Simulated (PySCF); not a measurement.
# How the method changes the constants of CoO

State: ⁴Δ (quartet), unpaired electrons π ↑↑, δ ↑. Set-up: basis Co def2-TZVPP, O def2-TZVPP; no relativity; PySCF 2.14. De refers to Co (3d7 4s2) + O in their high-spin ground configurations, without counterpoise correction. The functionals are run spin-unrestricted. A positive dipole means Co(−)O(+). Levels whose curve was spin-contaminated or gave no clean fit are not listed.

| Level | Re (Å) | ωe (cm⁻¹) | De (eV) | μ (D) |
| --- | --- | --- | --- | --- |
| UHF | 1.688 | 783 | n/a | -8.08 |
| UHF-MP2 | 1.589 | 871 | n/a | n/a |
| UHF-SCS-MP2 | 1.616 | 815 | n/a | n/a |
| PBE | 1.629 | 869 | n/a | -3.84 |
| revPBE | 1.636 | 853 | n/a | -3.90 |
| r²SCAN | 1.614 | 908 | n/a | -4.14 |
| r²SCANh | 1.609 | 923 | n/a | -4.43 |
| B3LYP | 1.623 | 894 | n/a | -4.52 |
| PBE0 | 1.612 | 916 | n/a | -4.80 |
| CAM-B3LYP | 1.609 | 934 | n/a | -4.85 |

(1) What does a quarter of exact exchange do here, going from PBE to PBE0?

(2) What does the step from GGA to meta-GGA do here, going from PBE to r²SCAN?

(3) What does second-order correlation do here, going from UHF to UHF-MP2?

Correlated steps freeze 6 core orbitals. De is left out where the level can put another filling of the metal’s s and d shells below the measured ground configuration, by anything from nothing to about 1 eV. With d or f electrons several states lie close, and the lowest PBE0 determinant need not be the measured ground state.

The whole job (state search and all levels along the bond) took about 14 min on 1 thread of Arm Neoverse V2 (shared host), peak memory 2.7 GiB.

## Answers

(1) PBE0 less PBE: -1.7 pm in Re, +5.4 % in ωe. Exact exchange removes part of the self-interaction that spreads semilocal densities, and in most molecules shortens and stiffens the bond and lowers De; so it does here.

(2) r²SCAN less PBE: -1.5 pm in Re, +4.5 % in ωe. 

(3) UHF-MP2 less UHF: -9.9 pm in Re, +11.2 % in ωe. Correlation nearly always deepens the well. The bond shortens, as in weak, metallic or heavy-atom bonds, where dispersion and the correlation of outer-core electrons pull the atoms together.
